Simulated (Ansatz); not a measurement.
`CNB[SiH3]` + H₂ → `BNC` + SiH₄ at 700 K and 1 bar (hydrogenolysis of a B–Si bond).

Computed with Ansatz on PBE0-D4/def2-TZVP structures; ΔE is electronic, products minus reactants. CCSD(T)/CBS is the MP2 limit (def2-TZVPP, def2-QZVPP) plus CCSD(T) − MP2 in def2-TZVPP, frozen cores. This one scheme is used for every species. One conformer a species, not always the lowest.

| species | CCSD(T)/CBS energy (Eh) | H − E (kJ/mol) | S (J/(mol·K)) |
| --- | --- | --- | --- |
| `CNB[SiH3]` | -411.45901 | 322.8 | 448.9 |
| H₂ | -1.17544 | 46.8 | 155.3 |
| `BNC` | -121.18426 | 253.9 | 346.7 |
| SiH₄ | -291.46306 | 115.5 | 252.9 |

H − E and S are ideal-gas, rigid-rotor, harmonic terms from PBE0-D4/def2-TZVP, for one conformer and one mirror image of each species. The MP2-based limit puts H₂ 0.8 mEh under its directly extrapolated value; such offsets cancel only in part. 1 Eh = 2625.50 kJ/mol, R = 8.31446 J/(mol·K).

Problem. By hand: ΔE, ΔH, ΔS and ΔG.

Solution. ΔE = (-121.18426) + (-291.46306) − (-411.45901) − (-1.17544) = -0.01287 Eh = -33.8 kJ/mol. Δ(H − E) = 253.9 + 115.5 − 322.8 − 46.8 = -0.2, so ΔH = -34.0 kJ/mol. ΔS = 346.7 + 252.9 − 448.9 − 155.3 = -4.6 J/(mol·K). ΔG = -34.0 − 700 × (-4.6)/1000 = -30.8 kJ/mol.

Problem. By hand: the equilibrium constant, and the temperature at which ΔG would vanish if ΔH and ΔS stayed fixed.

Solution. log₁₀ K = −ΔG/(RT ln 10) = 2.3. ΔG = 0 at ΔH/ΔS = 7391 K, far beyond where these terms or the molecules hold.

The number of gas molecules stays the same, so ΔS is small and ΔH decides. A doubt of 5 kJ/mol in ΔE shifts log₁₀ K by 0.4 here. Other conformers and mirror images would add mixing entropy, several J/(mol·K) or more a flexible species. These are equilibria of isolated gas molecules and say nothing of rates. Largest T1 diagnostic: 0.014 (customary marks: 0.02 for closed shells, 0.045 for open ones).
